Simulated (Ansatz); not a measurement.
Pd3H4⁻, relaxed as a doublet with UKS PBE-D4/def2-TZVPD in Ansatz, starting from the GFN2-xTB geometry. Force threshold 0.02 eV/Å.

In the def2 sets Pd takes a core potential; there is no spin–orbit coupling. The highest occupied level of the charge -1 doublet lies above zero (up to 0.07 eV). By energy differences its removal costs 2.26 eV (vertical, to the charge 0 singlet, at PBE-D4/def2-TZVPD); a positive level beside a positive removal energy at the same level points to self-interaction error. The relaxation made no stability test and no search for a lower SCF solution. Another isomer (doublet) lies 0.13 eV lower at PBE0-D4/def2-TZVPD.

Start:

```xyz
7

Pd    0.8180   -0.5883    0.7528
Pd   -0.0387    1.9373   -0.7984
Pd   -1.3519   -0.5733   -0.6405
H    -1.3447    1.0542   -1.2566
H     2.1146   -0.6839    1.6327
H    -1.1286   -2.0196    0.0656
H     0.9313    0.8736    0.2445
```

Q: Estimate the energy that the relaxation releases and the steps that it takes.

A: 0.65 eV, in 15 steps; 40 s on 4 threads of Arm Neoverse V2 on a shared host. No frequencies were taken in this run, so the end may be a saddle point.

Q: Does the start keep its bonding?

A: Bonds formed: Pd1–H6 (atoms count from 1).

Q: Predict the relaxed structure.

A: 
```xyz
7

Pd    0.796   -0.675    0.531
Pd    0.110    1.546   -0.951
Pd   -1.389   -0.708   -1.125
H    -1.467    0.997   -0.856
H     2.009   -0.748    1.575
H    -0.878   -1.402    0.299
H     0.819    0.989    0.528
```
Bond lengths (bridged metal pairs left out): 7 × H–Pd 1.60 to 1.84 Å.
